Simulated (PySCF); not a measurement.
Al(F)(Me)(NCO) (C2H3AlFNO), SMILES [CH3][Al]([F])[N]=C=O.

Coordinates come from a r2SCAN-D4/def2-SVP optimisation. The structure was generated by enumeration; whether it is a known compound was not checked. Other conformers were not sampled.

These are PBE/def2-TZVP in PySCF values and carry that method's errors.

Gas-phase values at a fixed geometry.

Computed frontier levels, gap, dipole moment and polarisability:
| Quantity | Result |
|---|---|
| highest occupied level | -7.31 eV |
| lowest empty level | -1.64 eV |
| orbital gap | 5.67 eV |
| dipole moment | 2.69 D |
| quadrupole, principal values (traceless, Buckingham form, about the centre of nuclear charge) | -11.20, 1.89, 9.31 D·Å |
| mean static polarisability | 56.2 bohr³ (8.32 Å³) |
| polarisability, principal values | 40.2, 46.6, 81.8 bohr³ |
